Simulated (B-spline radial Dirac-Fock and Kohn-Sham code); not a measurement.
Kohn-Sham estimates against Dirac-Fock for the levels of Fe⁺

System: Fe⁺, configuration [Ar] 3d6 4s1.

The density-functional columns are spherical, spin-unpolarised Dirac-Kohn-Sham results without Breit or QED terms: −ε is minus the orbital energy of the initial state and ΔSCF the difference of two total energies. The reference in the last column comes from multi-electron Dirac-Fock with separately optimised hole states, Breit and Lamb-shift corrections added in first order. All numbers are from an atomic code on a B-spline grid, in eV; a selection of levels is shown. For the 1s level of heavy atoms much of the gap between ΔSCF and the reference is the Breit and QED part, -11.4 eV here; for other levels the error of the functional can be larger.

```
     level  LDA −ε  LDA ΔSCF  PBE −ε  PBE ΔSCF  Dirac-Fock
    K (1s)  6990.4    7145.3  7006.0    7161.4      7133.7
   L1 (2s)   826.1     850.4   827.9     852.0       871.4
L2 (2p1/2)   714.6     744.0   715.0     744.3       744.0
L3 (2p3/2)   702.1     731.0   702.5     731.4       731.8
M2 (3p1/2)   69.58     78.30   69.60     78.32       80.12
M3 (3p3/2)   68.02     76.70   68.06     76.73       78.61
 M4,5 (3d)   16.28     23.96   15.96     23.63       21.08
   N1 (4s)   12.63     16.49   12.33     16.20       14.90
```

Task: Order the estimates of the K (1s) level by their distance from the Dirac-Fock value, nearest first.
A. PBE −ε
B. PBE ΔSCF
C. LDA ΔSCF
D. LDA −ε

Result: C (11.6 eV), B (27.7 eV), A (127.8 eV), D (143.3 eV).

For the outermost level NIST gives 16.19921 eV (measured); the differences from it are LDA −ε -3.57, LDA ΔSCF +0.29, PBE −ε -3.87, PBE ΔSCF 0.00, Dirac-Fock -1.29 eV.

Values without a named source are computed, but for edge energies of neutral atoms, which are taken from tables.
